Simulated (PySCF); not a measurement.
ethenyl(ethynyl)silane (C₄H₆Si), SMILES C#C[SiH2]C=C. Atoms are numbered in the order given.

```xyz
11

C      2.4575     0.4865     1.2051
C      1.5591     0.2629     0.4151
Si     0.1878    -0.0841    -0.7594
C     -1.3513    -0.5940     0.1655
C     -2.5133     0.0608     0.0643
H      3.2526     0.6857     1.9017
H     -0.1059     1.1457    -1.5532
H      0.6461    -1.1695    -1.6783
H     -1.3013    -1.4737     0.8206
H     -2.6241     0.9485    -0.5690
H     -3.4091    -0.2564     0.6099
```
Charge 0, spin multiplicity 1.

Geometry: PBE0-D3(BJ)/def2-SVP. One conformer was computed; it need not be the lowest.

Two levels are set side by side: PBE/pcSseg-1 (PySCF) and B3LYP/pcSseg-1 (PySCF). GIAO shifts against TMS (²⁹Si), TMS (¹H), TMS (¹³C) at the same level; non-relativistic, no solvent, atoms listed together averaged. Differences are taken from unrounded values.

| quantity | B3LYP |
|---|---|
| δ(¹³C) of C1 (ppm) | 104.4 |
| δ(¹³C) of C2 (ppm) | 85.4 |
| δ(²⁹Si) of Si3 (ppm) | -66.2 |
| δ(¹³C) of C4 (ppm) | 142.0 |
| δ(¹³C) of C5 (ppm) | 147.4 |
| δ(¹H) of H6 (ppm) | 2.56 |
| δ(¹H) of H9 (ppm) | 6.51 |
| δ(¹H) of H10, H11 (ppm) | 6.47 |

Question: What does PBE give, and how far is it from B3LYP? (Estimate from the structure and the level; the computed values follow.)

Answer: 
```csv
quantity,PBE,PBE minus B3LYP
δ(¹³C) of C1 (ppm),103.7,-0.7
δ(¹³C) of C2 (ppm),84.4,-1.0
δ(²⁹Si) of Si3 (ppm),-67.3,-1.1
δ(¹³C) of C4 (ppm),139.8,-2.2
δ(¹³C) of C5 (ppm),146.2,-1.1
δ(¹H) of H6 (ppm),2.56,0.00
δ(¹H) of H9 (ppm),6.62,0.10
"δ(¹H) of H10, H11 (ppm)",6.57,0.10
```

Here PBE gives about what the other level gives.

Rough cost on one machine, each run with all the roots and properties that it gave: B3LYP against PBE within a factor of 2.
